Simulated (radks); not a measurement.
Ionisation of the dysprosium ion Dy+, [Xe] 4f10 6s1, to [Xe] 4f10 as the strength of local exchange is varied. Calculated with a radial shooting solver on a logarithmic mesh with Libxc functionals: scalar-relativistic Kohn-Sham, Slater X-alpha exchange (alpha = 2/3 is LDA exchange), no correlation, spin-unpolarised, spherical densities, point nucleus.

alpha,E(Dy+) (hartree),exchange (hartree),IE (eV),-e of the level emptied (eV),<r> of it (bohr)
0.572,-12107.1906,-212.3229,10.544,7.765 (6s),3.825
0.667,-12142.6509,-248.3816,10.996,8.223 (6s),3.748
0.713,-12159.8620,-265.9206,11.222,8.453 (6s),3.711
0.714,-12160.2364,-266.3025,11.227,8.459 (6s),3.710
0.892,-12227.0867,-334.6593,12.140,9.399 (6s),3.571

NIST Atomic Spectra Database: 11.65 eV (semi-empirical). The Delta-SCF value meets it near alpha = 0.80. Spin polarisation and multiplet splitting are left out, so open shells lie too high by an amount that depends on their filling. Spin-orbit splitting is averaged out at the scalar-relativistic level.

Beside tabulated values, note that spin-unpolarised runs miss the spin-polarisation part of the exchange energy of open shells.
